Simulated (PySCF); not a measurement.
A geometry optimisation, step by step.

Compound: TeClF5.
Bonds: Te1–Cl2, Te1–F3, Te1–F4, Te1–F5, Te1–F6, Te1–F7.

Computed by this run: PBE0-D3(BJ)/def2-SVP geometry optimisation, gas phase, def2 core potentials past Kr in PySCF; density fitting, grid level 1; the optimiser is geomeTRIC in internal coordinates, started from a GFN2-xTB structure with every atom displaced at random (about 0.03 Å). The frame can shift and turn from step to step; on so coarse a grid that alone can change the energy by a few meV, and forces under 0.02 eV/Å are noise.

Step 0: E = -33367.1852 eV, largest atomic force 6.533 eV/Å
```
atom  x, y, z in Å  |  force x, y, z in eV/Å
Te1     0.060   -0.077    0.061   -1.501   4.517  -4.474
Cl2    -0.035   -0.025    2.316    0.146  -0.123   0.552
F3     -0.048    0.002   -1.865    0.574  -0.263   1.071
F4      2.009    0.013   -0.130   -1.854  -0.282   0.617
F5     -1.916   -0.025   -0.181    2.109  -0.276   1.010
F6     -0.016    1.923   -0.129    0.316  -2.435   0.798
F7      0.036   -1.914   -0.140    0.210  -1.137   0.427
```

Step 1: E = -33367.7810 eV, largest atomic force 1.215 eV/Å
```
atom  x, y, z in Å  |  force x, y, z in eV/Å
Te1     0.032   -0.029   -0.013   -0.564  -0.757  -0.764
Cl2    -0.041    0.057    2.271    0.135  -0.347   0.210
F3     -0.018   -0.038   -1.887    0.225   0.217  -0.179
F4      1.883    0.032   -0.130    0.930  -0.165   0.197
F5     -1.826   -0.036   -0.134   -0.828  -0.044   0.261
F6      0.021    1.829   -0.010   -0.019   0.919  -0.192
F7      0.040   -1.916   -0.166    0.120   0.176   0.468
```

Step 2: E = -33367.7504 eV, largest atomic force 0.835 eV/Å
```
atom  x, y, z in Å  |  force x, y, z in eV/Å
Te1     0.018    0.010   -0.030   -0.122  -0.771  -0.105
Cl2     0.005   -0.164    2.265   -0.034   0.528   0.068
F3     -0.013    0.067   -1.899    0.207  -0.527  -0.282
F4      1.893   -0.008   -0.065    0.283   0.182  -0.040
F5     -1.855    0.005   -0.119   -0.356  -0.099   0.190
F6     -0.020    1.873   -0.216    0.152   0.500   0.652
F7      0.064   -1.885   -0.004   -0.129   0.186  -0.483
```

Step 3: E = -33367.8844 eV, largest atomic force 0.410 eV/Å
```
atom  x, y, z in Å  |  force x, y, z in eV/Å
Te1     0.017   -0.002   -0.035   -0.093  -0.383  -0.114
Cl2    -0.012   -0.073    2.265    0.029   0.176  -0.047
F3     -0.001    0.006   -1.910    0.106  -0.077  -0.043
F4      1.900    0.001   -0.086    0.038   0.076   0.023
F5     -1.864   -0.020   -0.110   -0.063  -0.004   0.088
F6      0.001    1.879   -0.118    0.037   0.038   0.191
F7      0.052   -1.893   -0.075   -0.053   0.173  -0.096
```

Step 4: E = -33367.8967 eV, largest atomic force 0.138 eV/Å
```
atom  x, y, z in Å  |  force x, y, z in eV/Å
Te1     0.013   -0.013   -0.041   -0.025  -0.083  -0.020
Cl2     0.004   -0.031    2.256   -0.029   0.005   0.048
F3      0.006   -0.010   -1.916    0.078   0.026  -0.028
F4      1.896    0.013   -0.073    0.024  -0.043  -0.054
F5     -1.871   -0.032   -0.113   -0.006   0.030   0.062
F6      0.011    1.867   -0.079   -0.054   0.126  -0.015
F7      0.032   -1.895   -0.103    0.013  -0.062   0.007
```

Step 5: E = -33367.8892 eV, largest atomic force 0.171 eV/Å
```
atom  x, y, z in Å  |  force x, y, z in eV/Å
Te1     0.017   -0.016   -0.040   -0.017   0.112  -0.053
Cl2    -0.030   -0.015    2.257    0.116  -0.049   0.034
F3      0.042   -0.009   -1.916   -0.121   0.052  -0.001
F4      1.901   -0.016   -0.113   -0.003   0.080   0.151
F5     -1.867   -0.018   -0.083    0.007  -0.069  -0.111
F6     -0.014    1.870   -0.064    0.089  -0.041  -0.068
F7      0.044   -1.897   -0.110   -0.070  -0.086   0.048
```

Step 6: E = -33367.8975 eV, largest atomic force 0.067 eV/Å
```
atom  x, y, z in Å  |  force x, y, z in eV/Å
Te1     0.015   -0.014   -0.040   -0.019  -0.018  -0.046
Cl2    -0.016   -0.026    2.258    0.053  -0.011   0.031
F3      0.024   -0.010   -1.916   -0.027   0.037  -0.010
F4      1.899   -0.001   -0.095    0.006   0.026   0.060
F5     -1.869   -0.025   -0.096    0.004  -0.021  -0.031
F6     -0.002    1.869   -0.074    0.019   0.038  -0.029
F7      0.041   -1.896   -0.105   -0.037  -0.050   0.025
```

Step 7: E = -33367.8990 eV, largest atomic force 0.036 eV/Å
```
atom  x, y, z in Å  |  force x, y, z in eV/Å
Te1     0.014   -0.014   -0.041   -0.005   0.011  -0.033
Cl2    -0.006   -0.030    2.258    0.015   0.005   0.011
F3      0.019   -0.007   -1.917    0.009   0.012   0.007
F4      1.898    0.003   -0.085   -0.004   0.000   0.012
F5     -1.870   -0.027   -0.102    0.005  -0.004   0.003
F6      0.002    1.871   -0.080   -0.003  -0.020  -0.004
F7      0.035   -1.898   -0.102   -0.016  -0.003   0.005
```

Step 8: E = -33367.8991 eV, largest atomic force under 0.02 eV/Å
```
atom  x, y, z in Å  |  force x, y, z in eV/Å
Te1     0.013   -0.014   -0.042    0.000  -0.014   0.001
Cl2     0.000   -0.027    2.258    0.000   0.000  -0.001
F3      0.020   -0.006   -1.917    0.011   0.004  -0.003
F4      1.897    0.001   -0.082   -0.002  -0.001  -0.005
F5     -1.870   -0.026   -0.104    0.002  -0.006   0.009
F6      0.001    1.869   -0.081    0.001   0.016  -0.005
F7      0.031   -1.898   -0.102   -0.011   0.001   0.003
```

Question: Summarise the path.

Answer: The energy falls by 0.7140 eV from step 0 to step 8; nine tenths of that is first reached at step 3. It rises by more than 0.2 meV at steps 2 and 5. The largest force goes from 6.533 to under 0.02 eV/Å. Among the bonds Te1–F6 changes most, from 2.011 to 1.884 Å; the atoms move by 0.091 Å rms after alignment.

Question: Follow the three bonds and two angles with the largest change from start to end.

Answer: 
| step | E above end (eV) | largest force (eV/Å) | Te1–F6 (Å) | Te1–F5 (Å) | Te1–F4 (Å) | F4–Te1–F5 (°) | F6–Te1–F7 (°) |
| --- | --- | --- | --- | --- | --- | --- | --- |
| 0 | 0.7140 | 6.533 | 2.011 | 1.991 | 1.960 | 166.8 | 167.9 |
| 1 | 0.1182 | 1.215 | 1.858 | 1.862 | 1.856 | 172.5 | 175.5 |
| 2 | 0.1488 | 0.835 | 1.873 | 1.875 | 1.875 | 176.1 | 175.1 |
| 3 | 0.0147 | 0.410 | 1.883 | 1.883 | 1.883 | 176.2 | 176.3 |
| 4 | 0.0025 | 0.138 | 1.880 | 1.885 | 1.884 | 176.8 | 176.9 |
| 5 | 0.0100 | 0.171 | 1.886 | 1.885 | 1.885 | 176.5 | 177.2 |
| 6 | 0.0017 | 0.067 | 1.883 | 1.885 | 1.884 | 176.6 | 177.0 |
| 7 | 0.0002 | 0.036 | 1.885 | 1.885 | 1.885 | 176.8 | 176.9 |
| 8 | 0.0000 | under 0.02 | 1.884 | 1.885 | 1.885 | 176.9 | 176.9 |

The cost below is that of the whole optimisation. Hardware: an AMD EPYC 9R14 with one thread, shared host with 96 logical CPUs at a one-minute load of 28. Cost: 42 s of wall time, 0.48 GiB resident at most.
